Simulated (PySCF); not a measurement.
# Electron correlation in Li⁺ (lithium, charge +1)

1s2, closed-shell 1S. Calculation: PySCF 2.14, in pcseg-2 (4s2p1d, 15 functions); the non-relativistic Hamiltonian (point nucleus). Frozen: nothing; 2 electrons correlated.

Total MP2 correlation energy: -9.62 mhartree.

Same-spin part 0.00 and opposite-spin part -9.62 mhartree; SCS-MP2 scales them by 1/3 and 6/5 to -11.54 mhartree.

With two correlated electrons CCSD is exact within the correlated space (frozen core and kept virtual orbitals).

```tsv
level	correlation energy (mhartree)
CCSD	-11.25
```

Diagnostics: T1 = 0.0012, D1 = 0.0017, largest double amplitude 0.029.

Cost of the coupled-cluster step: 0.02 s of wall time on 1 thread of Neoverse-V2 (shared host), for 2 correlated electrons.
